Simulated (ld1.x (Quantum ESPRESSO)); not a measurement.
# Ranking ultrasoft potentials for Mn (Z = 25)

All share these settings but for the change named:

- Element: manganese (Mn)
- Generator: ld1.x (Quantum ESPRESSO) 7.5
- Type: ultrasoft
- Functional: PBE
- Relativity: scalar-relativistic
- Frozen core: [Ne]
- Valence charge: 15
- Reference configuration: 3s2 3p6 3d5 4s1 4p0 (charge +1)
- Partial waves: 3s (bound): rcut 1.15, rcutus 1.25 bohr; 4s (bound): rcut 1.15, rcutus 1.25 bohr; 3p (bound): rcut 1.80, rcutus 1.90 bohr; 4p (bound, empty): rcut 1.80, rcutus 1.90 bohr; 3d (bound): rcut 0.85, rcutus 1.10 bohr; 3d channel at 1 Ry: rcut 0.85, rcutus 1.10 bohr
- Local potential: all-electron potential smoothed inside 0.90 bohr (lloc = -1)
- Core correction: none
- Augmentation charge: PSQ, radius 0.60 bohr

Test errors are all-electron minus pseudo excitation energies from the reference, over 3s2 3p6 3d5 4s2 4p0; 3s2 3p6 3d5 4s0 4p0; 3s2 3p6 3d4 4s0 4p0; 3s2 3p6 3d5 4s1.5 4p0; 3s2 3p6 3d4 4s2 4p1; 3s2 3p6 3d5.5 4s1.5 4p0; 3s1 3p6 3d5 4s2 4p0. None of these files shows a bound ghost.

The base gives 26.8 meV.

Of 12 variants that were run, those that failed, showed a ghost or another fault, or gave nearly equal values are left out.

A variant can come out equal or close to the base, since the largest error may sit in a test that the change hardly touches while other tests move.

(1) Rank these variants by their largest absolute test error, smallest first.
A. functional LDA (PZ)
B. waves 3s (bound): rcut 1.15, rcutus 1.38 bohr; 4s (bound): rcut 1.15, rcutus 1.38 bohr
C. core correction a·sin(br)/r model core inside 0.42 bohr
D. wave 3d channel at 1 Ry: rcut 0.85, rcutus 1.10 bohr becomes 3d channel at -0.26 Ry: rcut 0.85, rcutus 1.10 bohr
E. type TM; waves now 3s (bound): rc 1.25 bohr; 3p (bound): rc 1.90 bohr; 3d (bound): rc 1.10 bohr; local potential all-electron potential smoothed inside 1.85 bohr (lloc = -1)

Results:

(1) A (5.3 meV), C (18.1 meV), D (26.4 meV), B (35.4 meV), E (327.0 meV).
